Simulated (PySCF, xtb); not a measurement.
BeH2, SMILES [BeH2].

Harmonic wavenumbers (cm⁻¹) from xtb 6.7.1 with GFN2-xTB at its own minimum, in rising order: 459, 459, 1962, 2116.

Q: What does PBE-D3(BJ)/def2-TZVPD (PySCF) give at its own minimum? (An estimate is asked for; the answer gives what the named calculation found.)

A: 708, 708, 1977, 2195. Paired by order, the mean absolute difference is 148 cm⁻¹ and the zero-point energies are 7.1 and 8.0 kcal/mol.
